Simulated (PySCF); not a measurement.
## Cd³⁹⁺ (cadmium, charge +39) across methods

[He] 2s2 2p5, 2P determinant. Calculation: PySCF 2.14, in an even-tempered Gaussian basis (17 s from 16 bohr⁻², ratio 2.2; 11 p from 20 bohr⁻², ratio 2.2; 6 d from 87 bohr⁻², ratio 2.4; 5 f from 130 bohr⁻², ratio 2.4; 4 g from 190 bohr⁻², ratio 2.4); no relativity, point nucleus.

| method | E (hartree) | mean ε 2s β (eV) | mean ε 2p α (eV) | mean ε 2p β (eV) | Σ⟨r²⟩ (bohr²) | ⟨S²⟩ |
| --- | --- | --- | --- | --- | --- | --- |
| PBE | -3988.50 | -6114.9 | -5931.3 | -5914.3 | 0.1222 | 0.750 |
| UHF | -3988.79126 | -6216.1 | -6032.9 | -6011.9 | 0.1221 | 0.750 |
| BP86 | -3989.30 | -6116.3 | -5932.3 | -5915.7 | 0.1222 | 0.750 |
| r2SCAN | -3989.15 | -6127.0 | -5943.7 | -5925.6 | 0.1221 | 0.750 |
| PBE0 | -3988.66 | -6140.7 | -5957.1 | -5939.1 | 0.1222 | 0.750 |
| LDA | -3983.77 | -6109.9 | -5928.1 | -5909.7 | 0.1223 | 0.750 |

Question: Estimate the same row for B3LYP.

Answer: E (hartree) = -3988.78; mean ε 2s β (eV) = -6135.7; mean ε 2p α (eV) = -5952.5; mean ε 2p β (eV) = -5934.8; Σ⟨r²⟩ (bohr²) = 0.1222; ⟨S²⟩ = 0.750.

A non-relativistic calculation at this Z misses sizeable relativistic shifts. Spin-orbit coupling, absent here, splits the open shell strongly.
